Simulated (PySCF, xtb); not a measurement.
Mg(F)(NMe2) (C2H6FMgN), SMILES [Mg]([F])[N](C)C. One conformer was computed; it need not be the lowest.

Harmonic wavenumbers (cm⁻¹) from GFN2-xTB (xtb) at its own minimum, in rising order: 44, 81, 182, 252, 255, 313, 383, 481, 584, 965, 1032, 1061, 1125, 1177, 1212, 1397, 1412, 1453, 1466, 1475, 1486, 2803, 2806, 2914, 2919, 2954, 2958.

What does PBE-D3(BJ)/def2-SVP run with PySCF give at its own minimum? (Estimate from the structure and the level; the computed values follow.)

80, 112, 155, 204, 254, 287, 310, 499, 783, 989, 1054, 1070, 1113, 1198, 1234, 1382, 1385, 1387, 1408, 1431, 1449, 2846, 2854, 2879, 2894, 2994, 2995. Paired by order, the mean absolute difference is 39 cm⁻¹ and the zero-point energies are 50.3 and 50.4 kcal/mol.
